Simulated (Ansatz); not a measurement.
Basis sets compared for Re₂O₂⁺ (the lowest doublet isomer of a short search). Total charge 1; doublet. Geometry PBE0-D4/def2-TZVP. Ansatz on 4 threads of Arm Neoverse V2 on a shared host; times are rough, and most runs start from earlier orbitals.

```tsv
atom	x (Å)	y (Å)	z (Å)
Re1	0.497	-0.751	0.732
Re2	-0.622	0.162	-0.979
O3	-1.948	0.867	-0.281
O4	2.073	-0.278	0.527
```

In the def2 sets Re takes a core potential; there is no spin–orbit coupling. At PBE0-D4/def2-SVP, PBE0-D4/def2-TZVP the charge 1 doublet is spin-contaminated (final ⟨S²⟩ up to 0.93, 0.75 for a pure state). The structure comes from a short search, and lower isomers may exist.

```json
{"level": "PBE-D4/def2-SVP", "functions": "92", "energy (Eh)": "-306.5558", "HOMO (eV)": "-11.28", "LUMO (eV)": "-10.32", "wall time": "1.6 s"}
{"level": "PBE0-D4/def2-SVP", "functions": "92", "energy (Eh)": "-306.3675", "HOMO (eV)": "-12.25", "LUMO (eV)": "-9.44", "wall time": "3.4 s"}
```

Estimate the rows for PBE-D4/def2-TZVP, PBE0-D4/def2-TZVP.


```
            level  functions  energy (Eh)  HOMO (eV)  LUMO (eV)  wall time
 PBE-D4/def2-TZVP        142    -306.7611     -11.22     -10.23      2.1 s
PBE0-D4/def2-TZVP        142    -306.5792     -12.20      -9.34        8 s
```
